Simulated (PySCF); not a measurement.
dihydroxy(hydroxysilyl)silane (H6O3Si2), SMILES O[SiH]([SiH2]O)O.

Coordinates come from a ωB97X-D3(BJ)/def2-SVP optimisation. The values are those of a single conformer.

Calculation: ωB97X-D3(BJ)/def2-SVP (PySCF).

Frequencies are harmonic and unscaled.

```
mode  ν (cm⁻¹)  IR (km/mol)  Raman (Å⁴/amu)  depolarisation  moving atoms (share of kinetic energy)
----  --------  -----------  --------------  --------------  --------------------------------------
1           54          0.9             0.1            0.74                 O 70 %, H 18 %, Si 11 %
2          150          3.5             0.5            0.64                          O 78 %, H 16 %
3          158         10.7             0.8            0.74                 O 53 %, H 28 %, Si 18 %
4          238         64.2             3.6            0.73                 H 61 %, O 27 %, Si 12 %
5          245         98.0             2.6            0.75                           H 87 %, O 9 %
6          301         30.3             0.9            0.68                 O 36 %, Si 34 %, H 30 %
7          362        105.4             1.5            0.75                 O 53 %, Si 28 %, H 20 %
8          449         21.4            17.9            0.28                         Si 59 %, H 35 %
9          477         71.4             3.0            0.18                          H 84 %, Si 9 %
10         522         55.4             8.8            0.52                         H 70 %, Si 26 %
11         721         33.7            12.3            0.75                                  H 86 %
12         731        168.7            10.7            0.75                                  H 95 %
13         774        161.7             8.9            0.73                                  H 91 %
14         819         98.4             1.4            0.27                  O 49 %, H 42 %, Si 9 %
15         831         73.2             5.2            0.41                 O 55 %, Si 27 %, H 18 %
16         855        141.4             5.6            0.20                 H 54 %, O 29 %, Si 18 %
17         897        112.4             6.6            0.75                  H 64 %, O 28 %, Si 9 %
18         952        124.0             3.4            0.55                 H 52 %, Si 28 %, O 19 %
19         960        226.0             3.4            0.75                 H 49 %, Si 30 %, O 21 %
20         978        210.3            17.5            0.75                          H 88 %, Si 8 %
21        1012        101.9             5.2            0.69                          H 84 %, Si 9 %
22        2220        136.6           119.1            0.41                                  H 97 %
23        2238        146.3           142.7            0.23                                  H 97 %
24        2263        168.9           175.0            0.16                                  H 97 %
25        3834        139.1            40.7            0.18                                  H 94 %
26        3920        103.4           141.8            0.31                                  H 94 %
27        3930        105.5           136.6            0.29                                  H 94 %
```
